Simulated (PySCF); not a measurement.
CH₅FO₂Si₂, SMILES F[Si@H]1OC[SiH2]O1. Atoms are numbered in the order given.

```xyz
11

F      2.2346    -0.2019    -0.4795
Si     0.9941    -0.2002     0.5573
O      0.2355     1.2744     0.5640
C     -1.0264     1.3786    -0.1183
Si    -1.6027    -0.4241    -0.5008
O     -0.1967    -1.2129    -0.0017
H      1.5293    -0.5674     1.8740
H     -1.7324     1.9261     0.5278
H     -0.9007     1.9745    -1.0394
H     -2.7652    -0.8682     0.3142
H     -1.8738    -0.6702    -1.9416
```

Geometry: B3LYP-D3(BJ)/def2-SVP. The structure was generated by enumeration; whether it is a known compound was not checked. The values are those of a single conformer.

The numbers are results of PBE/def2-TZVP (PySCF), not measurements.

The molecule is in vacuum.

Computed frontier levels, gap, dipole moment and polarisability:
```
Property                                                                                                        Value
---------------------------------------------------------------------------------------------  ----------------------
highest occupied level                                                                                       -7.00 eV
lowest empty level                                                                                           -1.19 eV
orbital gap                                                                                                   5.81 eV
dipole moment                                                                                                  2.09 D
quadrupole, principal values (traceless, Buckingham form, about the centre of nuclear charge)  -4.10, -2.46, 6.56 D·Å
mean static polarisability                                                                       63.8 bohr³ (9.46 Å³)
polarisability, principal values                                                               57.0, 60.9, 73.6 bohr³
```
